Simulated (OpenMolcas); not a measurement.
# Zr²⁺: from CASSCF to CASPT2

* Program: OpenMolcas 26.06
* Basis: ANO-R2 [7s5p4d2f1g]
* Scalar Hamiltonian: X2C, finite nucleus
* Active space: 2 electrons in 6 orbitals (4d 5s)
* State averaging: 2S+1 = 3 even, 15 roots; 2S+1 = 1 even, 21 roots kept (CI in the orbitals of an earlier block)
* Spin-orbit coupling: RASSI with atomic mean-field integrals over the reference wave functions, term energies averaged over their components

Methods on the same reference wave functions:
A. CASSCF
B. SS-CASPT2, IPEA 0.25 Eh, imaginary shift 0.1 Eh (closed shells correlated: 4s 4p)
C. MS-CASPT2, IPEA 0.25 Eh, imaginary shift 0.1 Eh (closed shells correlated: 4s 4p)

Energies in cm⁻¹ above 4d² ³F₂, the measured ground level; measured values from Moore, Atomic Energy Levels, vol. II, NSRDS-NBS 35 (1971 reprint of NBS Circular 467, 1952); NIST levels as listed in Rynkun, Gaigalas and Jonsson, Astron. Astrophys. 637, A10 (2020).

| Level | A | B | C | Measured |
| --- | --- | --- | --- | --- |
| 4d² ³F₂ | 0.0 | 0.0 | 0.0 | 0.0 |
| 4d² ³F₃ | 705 | 721 | 723 | 681 |
| 4d² ³F₄ | 1552 | 1565 | 1566 | 1486 |
| 4d² ¹D₂ | 7142 | 5550 | 5520 | 5742 |
| 4d² ³P₀ | 10089 | 8460 | 8460 | 8062 |
| 4d² ³P₁ | 10357 | 8740 | 8750 | 8326 |
| 4d² ³P₂ | 10883 | 9270 | 9270 | 8838 |
| 4d² ¹G₄ | 13712 | 11260 | 11260 | 11049 |
| 4d 5s ³D₁ | 19158 | 18860 | 18860 | 18399 |
| 4d 5s ³D₂ | 19564 | 19250 | 19250 | 18803 |
| 4d 5s ³D₃ | 20236 | 19940 | 19940 |  |
| 4d 5s ¹D₂ | 28889 | 25120 | 25160 | 25066 |
| 4d² ¹S₀ | 30235 | 23560 | 23490 | 23979 |
| 5s² ¹S₀ | 56777 | 50350 | 50430 | 48507 |

Deviations, from unrounded energies. A percentage is the sum of absolute deviations over the sum of measured energies, with the sign that they share, or ± where signs differ.

| Against measurement | Levels | A | B | C |
| --- | --- | --- | --- | --- |
| mean absolute deviation (cm-1) | 12 | 2500 | 420 | 430 |
| fine structure of the ground term (%) | 2 | +4.1 | +5.5 | +5.6 |
| other terms of the ground configuration (%) | 6 | +24.9 | ±3.1 | ±3.3 |
| other configurations (%) | 4 | +12.3 | +2.5 | +2.6 |

B, C lie about equally close to measurement and A furthest from it. The largest miss of B in the table is 5s² ¹S₀, by +1800 cm-1. The ranking rests on the paired levels alone, and a cruder setting can come out closer through cancelling errors.

Between B and C the level of the table that moves most is 5s² ¹S₀, by 77 cm-1 (lowest in B, highest in C). Moves below CASPT2's spread within the term are not significant.

The mean deviations of B to C differ by less than CASPT2's widest spread within a term (760 cm-1), so their order carries little weight.

From A to B the spin-free energies of the other terms of 4d² shown, above ³F, scale by factors of 0.74 to 0.83, as is usual when dynamic correlation screens the repulsion within a d or f shell.

The lowest spin-free term lies below A's lowest term by 0.236 hartree in B, 0.236 hartree in C.

CASPT2 does not keep the components of a term degenerate, so their means are used; among the terms shown or strongly mixed into the levels shown the widest spread is 760 cm-1 (4d² ¹G, C). Terms from blocks run as CI alone lack orbitals of their own. A single d shell beside an s shell can misplace configurations of different d count against each other. Without dynamic correlation excited terms often stand tens of per cent too high (terms of higher spin than the ground term too low), and those without a measured partner can miss by more than the paired ones (holds for A). Computed and measured levels are paired by configuration, term and J; levels that our copy of the source lacks, or whose pairing is in doubt (as where it misses far off the trend of its configuration), stay unpaired and out of the deviations. Levels of configurations outside the active space are missing.
